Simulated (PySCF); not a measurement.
Several molecules and their computed UV-vis stick spectra, shuffled. Method: TDDFT CAM-B3LYP/def2-SVPD, vertical, gas phase, core orbitals frozen in the response (PySCF 2.14.0, density-fitted response routines). Geometries: PBE0-D3(BJ)/def2-SVP; one conformer of each isolated species. Triplets are in the Tamm–Dancoff approximation. Relativistic effects are left out although some hold elements past zinc.

A. `[BH3-][O+](C)C`
B. `C(C)CN(C)[SiH2]N(C)C`
C. `C=C(CC)C1CC1`
D. `CCB(OC)OC`
E. `C(C)(O[SiH2][SeH])C`

Lowest singlet levels (six at most, fewer where fewer were computed) with oscillator strengths:

1. 188 nm (f 0.247); 186 nm (f 0.020); 175 nm (f 0.013); 169 nm (f 0.003); 164 nm (f 0.041); 158 nm (f 0.005); T1 4.13 eV
2. 165 nm (f 0.047); 159 nm (f 0.031); 155 nm (f 0.028); 149 nm (f 0.028); 144 nm (f 0.022); 143 nm (f 0.008); T1 7.21 eV
3. 163 nm (f 0.000); 159 nm (f 0.001); 152 nm (f 0.008); 148 nm (f 0.036); 145 nm (f 0.027); 144 nm (f 0.157); T1 7.48 eV
4. 209 nm (f 0.016); 202 nm (f 0.014); 192 nm (f 0.035); 188 nm (f 0.064); 181 nm (f 0.022); 179 nm (f 0.032); T1 5.81 eV
5. 231 nm (f 0.007); 206 nm (f 0.045); 180 nm (f 0.016); 177 nm (f 0.010); 171 nm (f 0.036); 165 nm (f 0.054); T1 4.94 eV

Question: Match each spectrum to its molecule.

Answer: 1 = C, 2 = A, 3 = D, 4 = B, 5 = E.
- A: S1 at 7.51 eV, HOMO→LUMO (69%), HOMO→LUMO+3 (12%), HOMO→LUMO+2 (10%); Löwdin shares by element: HOMO boron 37%, hydrogen 36% or more, oxygen 15%; LUMO carbon 34%, boron 14%, hydrogen 10% or more (atoms not listed hold the other 42%); HOMO -9.27 and LUMO 0.98 eV; point group Cs.
- B: S1 at 5.94 eV, HOMO→LUMO (48%), HOMO-1→LUMO (18%), HOMO-1→LUMO+1 (14%); Löwdin shares by element: HOMO nitrogen 54%, silicon 7%, carbon 5% or more (atoms not listed hold the other 34%); LUMO carbon 24% or more, silicon 12% (atoms not listed hold the other 64%); HOMO -7.56 and LUMO 1.23 eV.
- C: S1 at 6.60 eV, HOMO→LUMO+1 (96%); Löwdin shares by element: HOMO carbon 76% or more (atoms not listed hold the other 24%); LUMO carbon 39% or more (atoms not listed hold the other 61%); HOMO -7.96 and LUMO 1.43 eV; point group Cs.
- D: S1 at 7.62 eV, HOMO→LUMO (89%); Löwdin shares by element: HOMO oxygen 64%, carbon 15% or more (atoms not listed hold the other 21%); LUMO boron 44%, carbon 19% or more (atoms not listed hold the other 37%); HOMO -9.58 and LUMO 0.93 eV.
- E: S1 at 5.37 eV, HOMO→LUMO (70%), HOMO→LUMO+1 (18%); Löwdin shares by element: HOMO selenium 79%, silicon 8%, hydrogen 7% or more; LUMO selenium 44%, hydrogen 25% or more, silicon 13% (atoms not listed hold the other 18%); HOMO -8.43 and LUMO 0.54 eV.
A and D have S1 within 0.11 eV of each other; their strongest listed levels stand at 7.51 eV (f 0.047) and 8.60 eV (f 0.157).
